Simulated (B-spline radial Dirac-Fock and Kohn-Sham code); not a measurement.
## Sn: eigenvalues, ΔSCF and the reference

System: the free tin atom, [Kr] 4d10 5s1 5p3 (not the ground configuration).

The density-functional columns are spherical, spin-unpolarised Dirac-Kohn-Sham results without Breit or QED terms: −ε is minus the orbital energy of the initial state and ΔSCF the difference of two total energies. The reference in the last column comes from relaxed Dirac-Fock hole states (ΔSCF) with Breit and QED corrections and a finite nucleus. All numbers are from a radial B-spline solver, in eV; a selection of levels is shown. For the 1s level of heavy atoms much of the gap between ΔSCF and the reference is the Breit and QED part, -96.0 eV here; for other levels the error of the functional can be larger.

```csv
level,LDA −ε,LDA ΔSCF,Dirac-Fock
K,28960.8,29295.3,29209.0
L1,4373.0,4430.9,4481.3
L2,4087.3,4159.8,4167.0
L3,3857.0,3925.0,3939.5
M1,844.6,863.5,897.2
M2,728.3,747.8,769.5
M3,686.3,705.1,727.0
M4,479.9,500.8,503.2
M5,471.2,491.8,494.8
N3,88.67,96.44,104.2
N4,27.98,34.83,33.81
N5,26.93,33.72,32.77
O1,11.67,15.67,15.20
"O2,3",4.49,7.76,6.43
```

Values without a named source are computed, but for edge energies of neutral atoms, which are taken from tables.
